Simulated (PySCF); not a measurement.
## C6H6ClN: calculation and literature

Geometry:
```
atom   x (Å)   y (Å)   z (Å)
  N1   2.287  -0.339  -0.093
  C2   0.933  -0.111  -0.030
  C3   0.415   1.171  -0.228
  C4  -0.949   1.380  -0.233
  C5  -1.832   0.329  -0.040
  C6  -1.314  -0.939   0.160
 Cl7  -2.391  -2.270   0.414
  C8   0.048  -1.172   0.169
  H9   2.890   0.456   0.034
 H10   2.624  -1.200   0.305
 H11   1.094   1.997  -0.379
 H12  -1.337   2.376  -0.386
 H13  -2.897   0.490  -0.043
 H14   0.428  -2.169   0.326
```

Measured values that the calculation should reproduce: δ 13C C6 133.4 ppm (measured; solution, DMSO-d6; Viesser, Ducati, Tormena, Autschbach, PCCP 2018 (ESI)).
δ 13C C6 135.0 ppm (measured; solution, CDCl3; Viesser, Ducati, Tormena, Autschbach, PCCP 2018 (ESI)).

Theory: structure optimised with GFN2-xTB, PBE0/pcSseg-1 with gauge-including orbitals, in PySCF 2.14 (one averaged value for each set of equivalent atoms, isolated molecule, non-relativistic Hamiltonian, one computed conformer).

(1) How close does the calculation come?

(2) How far are the unscaled 13C shifts from the references?

Answers

(1) 
Reference values: measured (solution, DMSO-d6; Viesser, Ducati, Tormena, Autschbach, PCCP 2018 (ESI)).
```csv
atoms,quantity,reference,computed,"computed, scaled"
C6,δ 13C,133.4,147.0,135.6
```

Reference values: measured (solution, CDCl3; Viesser, Ducati, Tormena, Autschbach, PCCP 2018 (ESI)).
```
atoms  quantity  reference  computed  computed, scaled
   C6     δ 13C      135.0     147.0             135.6
```

Computed shifts are σ(ref) − σ with the named reference compound (TMS for H and C) calculated as an isolated molecule at the same level. The measured values may be among those fitted. Scaled to experiment by linear calibration (H and C: mostly CDCl3 data, vs TMS): 13C: δ = 179.97 − 0.974σ -5.5 per attached Cl (rms 2.1 ppm, 958 shifts, 2.3 ppm with the 13 outliers that the fit left out). A few per cent of atoms miss by over 2 rms, more outside the fitted compound classes.

(2) Mean signed difference +12.80 ppm, mean absolute 12.80 ppm over 2 comparisons; the largest is +13.6 ppm at C6 (aromatic carbon bearing chlorine).

Carbons that carry Cl, above all several Cl atoms, come out too deshielded, partly because spin–orbit coupling is missing.
